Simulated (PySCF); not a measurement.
HO4Re, septet (typed; the unrestricted solution is spin-contaminated), geometry from GFN2-xTB of the parent state (such geometries of metal compounds can be far from the true shape) (the multiplicity is a formal guess) (core potentials on Re); HF/def2-SV(P) run with PySCF.

PySCF was given this input:
```python
from pyscf import gto, scf

mol = gto.M(
    atom='''
Re    0.015965   -0.014552   -0.112133
O     1.133164    0.839957   -0.984042
O     0.488411   -0.316155    1.611613
O    -0.481088   -1.366039   -0.927588
O    -1.150394    0.869796    1.093606
H    -1.118092    0.870921    2.061239
''',
    basis='def2-sv(p)',
    ecp={'Re': 'def2-sv(p)'},
    charge=0,
    spin=6,
    verbose=4,
)

mf = scf.UHF(mol)
mf.kernel()
```

Output, abridged:

```
PySCF version 2.14.0

[INPUT] verbose = 4
[INPUT] num. atoms = 6
[INPUT] num. electrons = 48
[INPUT] charge = 0
[INPUT] spin (= nelec alpha-beta = 2S) = 6
[INPUT] symmetry False subgroup None
[INPUT] Mole.unit = angstrom
[INPUT] Symbol           X                Y                Z      unit          X                Y                Z       unit  Magmom
[INPUT]  1 Re     0.015965000000  -0.014552000000  -0.112133000000 AA    0.030169477579  -0.027499294565  -0.211900659526 Bohr   0.0
[INPUT]  2 O      1.133164000000   0.839957000000  -0.984042000000 AA    2.141369614217   1.587288686411  -1.859569875069 Bohr   0.0
[INPUT]  3 O      0.488411000000  -0.316155000000   1.611613000000 AA    0.922963026225  -0.597446362912   3.045507188789 Bohr   0.0
[INPUT]  4 O     -0.481088000000  -1.366039000000  -0.927588000000 AA   -0.909124561815  -2.581439585475  -1.752887276433 Bohr   0.0
[INPUT]  5 O     -1.150394000000   0.869796000000   1.093606000000 AA   -2.173929595343   1.643676224242   2.066615828181 Bohr   0.0
[INPUT]  6 H     -1.118092000000   0.870921000000   2.061239000000 AA   -2.112887662067   1.645802166132   3.895177187272 Bohr   0.0

nuclear repulsion = 230.776916839576
number of shells = 37
number of NR pGTOs = 150
number of NR cGTOs = 83
basis = def2-sv(p)
ecp = {'Re': 'def2-sv(p)'}

******** <class 'pyscf.scf.uhf.UHF'> ********
method = UHF
initial guess = minao
damping factor = 0
level_shift factor = 0
DIIS = <class 'pyscf.scf.diis.CDIIS'>
diis_start_cycle = 1
diis_space = 8
diis_damp = 0
SCF conv_tol = 1e-09
SCF conv_tol_grad = None
SCF max_cycles = 50
direct_scf = True
direct_scf_tol = 1e-13
number electrons alpha = 27  beta = 21
Set gradient conv threshold to 3.16228e-05
init E= -364.145449881253

cycle= 1 E= -376.626097338253  delta_E= -12.5  |g|= 0.586  |ddm|= 5.93
cycle= 2 E= -376.77153892493  delta_E= -0.145  |g|= 0.335  |ddm|= 0.734
cycle= 3 E= -376.831071273293  delta_E= -0.0595  |g|= 0.156  |ddm|= 0.343
cycle= 4 E= -376.856062222636  delta_E= -0.025  |g|= 0.062  |ddm|= 0.238
cycle= 5 E= -376.865625498909  delta_E= -0.00956  |g|= 0.0329  |ddm|= 0.152
cycle= 6 E= -376.868809989639  delta_E= -0.00318  |g|= 0.0217  |ddm|= 0.082
cycle= 7 E= -376.870820796859  delta_E= -0.00201  |g|= 0.0185  |ddm|= 0.0762
cycle= 8 E= -376.871772125846  delta_E= -0.000951  |g|= 0.0144  |ddm|= 0.0439
cycle= 9 E= -376.872984240179  delta_E= -0.00121  |g|= 0.0151  |ddm|= 0.0609
cycle= 10 E= -376.874082088539  delta_E= -0.0011  |g|= 0.0134  |ddm|= 0.0594
cycle= 11 E= -376.874975159574  delta_E= -0.000893  |g|= 0.0131  |ddm|= 0.0508
cycle= 12 E= -376.876643003582  delta_E= -0.00167  |g|= 0.0114  |ddm|= 0.107
cycle= 13 E= -376.878253913396  delta_E= -0.00161  |g|= 0.00732  |ddm|= 0.149
cycle= 14 E= -376.878163271219  delta_E= 9.06e-05  |g|= 0.0104  |ddm|= 0.0335
cycle= 15 E= -376.878788506759  delta_E= -0.000625  |g|= 0.00473  |ddm|= 0.124
cycle= 16 E= -376.878715491283  delta_E= 7.3e-05  |g|= 0.00538  |ddm|= 0.0427
cycle= 17 E= -376.878858078633  delta_E= -0.000143  |g|= 0.00434  |ddm|= 0.0429
cycle= 18 E= -376.878994034327  delta_E= -0.000136  |g|= 0.00299  |ddm|= 0.0616
cycle= 19 E= -376.879061298792  delta_E= -6.73e-05  |g|= 0.00125  |ddm|= 0.0502
cycle= 20 E= -376.879081765142  delta_E= -2.05e-05  |g|= 0.000743  |ddm|= 0.0341
cycle= 21 E= -376.879086024782  delta_E= -4.26e-06  |g|= 0.000339  |ddm|= 0.0131
cycle= 22 E= -376.879087089227  delta_E= -1.06e-06  |g|= 0.000221  |ddm|= 0.00843
cycle= 23 E= -376.879087345264  delta_E= -2.56e-07  |g|= 0.000142  |ddm|= 0.00181
cycle= 24 E= -376.879087461538  delta_E= -1.16e-07  |g|= 9.22e-05  |ddm|= 0.000958
cycle= 25 E= -376.879087528202  delta_E= -6.67e-08  |g|= 6.05e-05  |ddm|= 0.00146
cycle= 26 E= -376.87908754557  delta_E= -1.74e-08  |g|= 4.84e-05  |ddm|= 0.000405
cycle= 27 E= -376.879087557885  delta_E= -1.23e-08  |g|= 3.45e-05  |ddm|= 0.000372
cycle= 28 E= -376.879087565694  delta_E= -7.81e-09  |g|= 1.72e-05  |ddm|= 0.000509
cycle= 29 E= -376.879087567193  delta_E= -1.5e-09  |g|= 9.82e-06  |ddm|= 9.17e-05
cycle= 30 E= -376.879087567821  delta_E= -6.28e-10  |g|= 5.2e-06  |ddm|= 7.71e-05
Extra cycle  E= -376.879087567894  delta_E= -7.3e-11  |g|= 4.34e-06  |ddm|= 1.02e-05
converged SCF energy = -376.879087567894  <S^2> = 12.145654  2S+1 = 7.0414925
```
